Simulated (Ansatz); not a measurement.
Question: Name a neutral molecule of C, F, I, Si and H with LUMO energy (B3LYP/def2-TZVPP) between -0.85 and -0.55 eV and HOMO energy (B3LYP/def2-TZVPP) between -7.55 and -7.25 eV (Ansatz, PBE0-D4/def2-TZVP geometry).

Answer: `C[SiH](I)CF` (-0.65 eV, -7.44 eV). Other molecules can fit too; these were computed, each in one conformer that needn't be the lowest.

B3LYP here is the variant with VWN-RPA as its local correlation; programs differ in this.
